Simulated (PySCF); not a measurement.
A single conformation, no relativistic terms, no solvent model, averaged over atoms made equivalent by symmetry, fast rotation or ring inversion. Geometry from GFN2-xTB; shieldings: GIAO PBE0/pcSseg-1; PySCF 2.14.

References, each an isolated molecule treated in the same way: 1H and 13C against TMS. Shifts are as computed. Against solution values, carbons near 30 ppm lie about +3 ppm off and those near 130 ppm about +5 ppm; carbons on Cl a further +6 ppm. Of 1211 compounds with measured shifts, 218 miss one by over three times the rms of a fit or turn the order of signals round; such compounds aren't used in these exercises. Carbons bonded to Cl come out too deshielded.

Task: Order these molecules by the shift of their most deshielded carbon-bound hydrogen, lowest δ first.
A. P#Cc1ccccc1
B. CC(C)=C(Cl)C(=O)F
C. [SiH3]O[SiH2]CCl
D. CP(C)C

Result: D (0.92 ppm, hydrogen on a methyl carbon bonded to P), B (2.51 ppm, hydrogen on an allylic methyl carbon), C (3.10 ppm, hydrogen on an sp3 CH2 bonded to Cl and Si), A (8.05 ppm, hydrogen on an aromatic CH).

Task: How many 13C and 1H signals does each give (equivalence by symmetry and fast rotation, but not about amide C–N or C=N bonds)? `CC(C)=C(Cl)C(=O)F`, `P#Cc1ccccc1`, `[SiH3]O[SiH2]CCl`, `CP(C)C`

Result: CC(C)=C(Cl)C(=O)F: 5 C, 2 H; P#Cc1ccccc1: 5 C, 3 H; [SiH3]O[SiH2]CCl: 1 C, 3 H; CP(C)C: 1 C, 1 H.
